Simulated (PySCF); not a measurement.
C2H9AlSi.

```xyz
13

Al     0.3153    -0.3005     0.2902
C      2.1690    -0.5448    -0.2990
H      2.6362    -1.4545     0.1137
H      2.7798     0.3118     0.0437
H      2.2675    -0.5727    -1.3972
C     -0.3755    -1.1293     1.9268
H     -1.1821    -1.8458     1.6859
H     -0.8311    -0.3771     2.5949
H      0.3916    -1.6743     2.5009
Si    -1.1713     1.0959    -1.0645
H     -2.4084     1.5270    -0.3384
H     -1.6253     0.3556    -2.2882
H     -0.4896     2.3383    -1.5526
```
Charge 0, spin multiplicity 1.

The structure is a stationary point at ωB97X-D3(BJ)/def2-SVP. The structure was generated by enumeration; whether it is a known compound was not checked.

The numbers are results of PBE/pcSseg-1 in PySCF, not measurements. Non-relativistic, no solvent.

Computed absolute GIAO shielding of each atom: isotropic value and principal components (ppm):
```json
[
 {"atom": "Al1", "σ(iso)": "188.9", "σ11": "105.2", "σ22": "131.7", "σ33": "329.8", "span": "224.6"},
 {"atom": "C2", "σ(iso)": "180.2", "σ11": "162.7", "σ22": "184.4", "σ33": "193.6", "span": "30.8"},
 {"atom": "H3", "σ(iso)": "30.9", "σ11": "26.9", "σ22": "28.7", "σ33": "37.1", "span": "10.2"},
 {"atom": "H4", "σ(iso)": "31.4", "σ11": "28.1", "σ22": "28.6", "σ33": "37.6", "span": "9.5"},
 {"atom": "H5", "σ(iso)": "30.9", "σ11": "27.1", "σ22": "29.0", "σ33": "36.6", "span": "9.5"},
 {"atom": "C6", "σ(iso)": "179.9", "σ11": "160.2", "σ22": "188.1", "σ33": "191.4", "span": "31.1"},
 {"atom": "H7", "σ(iso)": "31.2", "σ11": "27.8", "σ22": "28.7", "σ33": "37.2", "span": "9.4"},
 {"atom": "H8", "σ(iso)": "31.1", "σ11": "27.5", "σ22": "28.7", "σ33": "37.0", "span": "9.5"},
 {"atom": "H9", "σ(iso)": "30.9", "σ11": "26.8", "σ22": "28.7", "σ33": "37.1", "span": "10.2"},
 {"atom": "Si10", "σ(iso)": "478.6", "σ11": "466.4", "σ22": "477.1", "σ33": "492.3", "span": "25.9"},
 {"atom": "H11", "σ(iso)": "28.2", "σ11": "25.2", "σ22": "26.3", "σ33": "33.2", "span": "8.1"},
 {"atom": "H12", "σ(iso)": "28.1", "σ11": "25.5", "σ22": "25.9", "σ33": "33.0", "span": "7.5"},
 {"atom": "H13", "σ(iso)": "28.2", "σ11": "25.2", "σ22": "26.2", "σ33": "33.1", "span": "7.9"}
]
```
